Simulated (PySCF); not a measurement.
Species: C2H6F3PSi2.
Z-matrix (Å and degrees, PBE0-D3(BJ)/def2-SVP geometry), rows numbered from 1:
```
F 
C   1  1.3088
F   2  1.3036  1  111.78
C   2  1.3370  1  123.23  3   179.93
F   4  1.3467  2  117.09  1  -178.47
Si  4  1.8806  2  126.62  1    -4.26
Si  6  2.3442  4  104.70  2  -103.40
P   7  2.2701  6  103.73  4    55.98
H   6  1.4922  4  108.58  2    14.89
H   6  1.4927  4  108.86  2   134.89
H   7  1.4947  6  108.94  4   -58.97
H   7  1.4964  6  112.56  4   179.99
H   8  1.4299  7   93.23  6    73.51
H   8  1.4290  7   95.01  6   167.48
```

Computed, not measured: core-valence-separated Tamm–Dancoff BHandHLYP/aug-pcX-1 (pcseg-1 on H, def2-SVPD on P, def2-SVPD on Si) in PySCF, non-relativistic, gas phase, PBE0-D3(BJ)/def2-SVP geometry. BHandHLYP without relativity tends to put these K edges a few eV too low, so spacings mean more than positions.

Give energies, oscillator strengths and core holes at the F K edge.

```
E (eV)       f  core hole on  main final orbital
685.23  0.0302            F5              spread
686.34  0.0073            F5         LUMO (31 %)
686.73  0.0124            F3         LUMO (36 %)
686.90  0.0102            F1         LUMO (34 %)
686.90  0.0223            F3              spread
687.10  0.0227            F1              spread
687.39  0.0067            F5         LUMO (41 %)
687.93  0.0054            F5       LUMO+1 (38 %)
688.07  0.0003            F5       LUMO+3 (61 %)
688.25  0.0100            F1       LUMO+2 (33 %)
688.44  0.0011            F5       LUMO+5 (32 %)
688.48  0.0092            F3       LUMO+5 (37 %)
688.49  0.0019            F5       LUMO+4 (35 %)
688.66  0.0029            F5              spread
688.74  0.0014            F5       LUMO+7 (46 %)
```

The first line with a tenth or more of the strongest one's intensity is at 685.23 eV (f = 0.030), with the hole on F5 (vinyl fluorine). It is also the strongest listed.

List the carbon K-edge absorption lines.

| E (eV) | f | core hole on | main final orbital | polarisation |
| --- | --- | --- | --- | --- |
| 285.13 | 0.0543 | C4 | spread | normal to the local trigonal plane |
| 286.35 | 0.0402 | C4 | spread | in the local trigonal plane |
| 287.00 | 0.0793 | C2 | spread | normal to the local trigonal plane |
| 287.97 | 0.0135 | C4 | spread | in the local trigonal plane |
| 288.68 | 0.0076 | C4 | LUMO+3 (40 %) | in the local trigonal plane |
| 288.95 | 0.0069 | C4 | LUMO+2 (45 %) | normal to the local trigonal plane |
| 289.13 | 0.0041 | C4 | LUMO+1 (36 %) | mixed |
| 289.52 | 0.0012 | C4 | LUMO+5 (63 %) | in the local trigonal plane |
| 289.74 | 0.0493 | C2 | spread | in the local trigonal plane |
| 289.80 | 0.0039 | C4 | spread | mixed |
| 290.01 | 0.0013 | C4 | LUMO+8 (58 %) | mixed |

The first line with a tenth or more of the strongest one's intensity is at 285.13 eV (f = 0.054), with the hole on C4 (vinylic C–F carbon), polarised normal to the local trigonal plane: a 1s→π* resonance. The strongest listed is at 287.00 eV (f = 0.079; C2, 1s→π*).

Roots within 0.03 eV whose holes lie on the same, on equivalent or on shared atoms are summed into one line, and the highest roots are left out, as the search may have cut off their partners. Final orbitals are the ground state's empty Kohn–Sham orbitals. A dash: too weak, shared between unlike atoms, or no plane or axis to refer to.

What is the summed oscillator strength of the listed F K lines, and their intensity-weighted mean energy?

Σf = 0.144 over 15 lines from 685.23 to 688.74 eV; the weighted mean is 686.88 eV. The strongest line holds 21 % of the sum.

The list ends where the root search ended, not at a threshold.

Time: 93 s; peak memory 0.99 GiB. Hardware: an Intel Xeon at 2.50 GHz with one thread, no GPU (shared host).

One conformer stands for the species.
